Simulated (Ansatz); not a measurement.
The cluster Si2B8 was relaxed with PBE-D4 (def2-SVP) in Ansatz in these states: charge -1 doublet, neutral quintet, neutral singlet, neutral triplet. The geometries follow in no particular order.

A:

```xyz
10

B    -0.7554   -0.3501   -2.3414
B     0.2130    0.1400    0.8069
B     1.3437   -0.6169   -0.2166
B    -1.5233    0.6991    0.2455
B     0.4039    0.5116    2.3980
B    -1.7217    0.3437   -1.3011
B    -0.9787    0.8958    1.7363
B    -0.1831   -0.1543   -0.8116
Si    2.0645   -0.3897    1.6371
Si    1.1371   -1.0793   -2.1533
```

B:

```tsv
atom	x (Å)	y (Å)	z (Å)
B1	0.415	1.333	-2.017
B2	-0.127	-0.436	0.711
B3	-0.738	-1.082	-0.729
B4	0.837	1.229	0.828
B5	-0.233	-1.065	2.198
B6	0.946	1.859	-0.641
B7	0.525	0.301	2.096
B8	0.096	0.391	-0.741
Si9	-1.119	-2.222	0.829
Si10	-0.603	-0.309	-2.533
```

C:

Cartesian coordinates in Å:
```
B 0.6983 -1.2630 2.1027
B -0.2716 0.4254 -0.6463
B 1.1247 -0.5240 -0.8245
B -1.1685 0.5388 0.8607
B -0.9860 1.3944 -1.8819
B -0.5739 -0.3427 2.1208
B -1.6635 1.3742 -0.4543
B 0.2882 -0.4439 0.6428
Si 0.5802 0.5143 -2.5941
Si 1.9722 -1.6736 0.6741
```

D:

```xyz
10

B    -0.844   -1.482    1.815
B     0.375    0.427   -0.616
B     0.063    1.223    0.872
B    -0.068   -1.323   -0.943
B     0.828    1.175   -2.033
B    -0.543   -2.094    0.388
B     0.417   -0.349   -2.130
B    -0.374   -0.417    0.622
Si    0.629    2.508   -0.553
Si   -0.483    0.333    2.578
```

Q: Judge from the bond lengths which geometry belongs to which state (an estimate).

A: A is the charge -1 doublet (B2–B4 1.908 Å, B4–B8 1.908 Å, B3–Si9 2.002 Å); B is the neutral singlet (B2–B4 1.928 Å, B4–B8 1.927 Å, B3–Si9 1.967 Å); C is the neutral quintet (B2–B4 1.757 Å, B4–B8 1.771 Å, B3–Si9 2.123 Å); D is the neutral triplet (B2–B4 1.834 Å, B4–B8 1.834 Å, B3–Si9 2.000 Å).

The restricted singlet is unstable towards broken spin symmetry in Hartree–Fock (as tested in another run); at PBE-D4/def2-SVP this wasn't settled. At PBE0-D4/def2-TZVP a singlet lies 2.19 eV below the neutral quintet. At PBE0-D4/def2-TZVP a singlet lies 0.80 eV below the neutral triplet. These are the stationary points nearest to one start from a short search; other shapes may lie lower in each state.
